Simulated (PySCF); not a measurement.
CH2Li2, SMILES [Li][CH2][Li]. Heavy atoms are numbered as in [CH2:1]([Li:4])[Li:5]. Hydrogens are named by the atom that carries them.

Geometry optimised at r2SCAN-D4/def2-TZVPD.

Calculation: HF/pcSseg-2 in PySCF.

GIAO shieldings, no solvent; atoms alike by connectivity are averaged. δ = σ(ref) − σ: ¹³C against TMS (σ = 193.3 ppm); ¹H against TMS (σ = 31.98 ppm), references at their B3LYP-D3(BJ)/def2-TZVP geometries, non-relativistic.

```json
[
 {"nucleus": "¹³C", "atoms": "C1 (CH2)", "count": "1", "δ (ppm)": "-18.9"},
 {"nucleus": "¹H", "atoms": "H on C1", "count": "2", "δ (ppm)": "-0.98"}
]
```
